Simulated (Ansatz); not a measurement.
Reaction (formal exchange of groups at the Si–C bond): `[SiH3]C1CCC1` + `OC1(F)[SiH2]S1` → `OC1([SiH3])[SiH2]S1` + `FC1CCC1`

Program: Ansatz. Geometries: PBE0-D4/def2-TZVP. ΔE: electronic, gas phase. CCSD(T)/CBS adds triple-zeta CCSD(T) − MP2 to the extrapolated MP2 energy (def2 sets, frozen cores). Functionals use def2-TZVPP. Each species was taken in one conformer, which may not be the lowest.

```
         level  ΔE (kcal/mol)
       PBE0-D4           -2.0
MP2/def2-TZVPP           -3.1
```

What does CCSD(T)/CBS give? (Best estimate.)

The calculation gave: -3.2 kcal/mol. The listed levels differ from it by 1.2, 0.1 kcal/mol.

Largest T1 diagnostic among the species: 0.014.
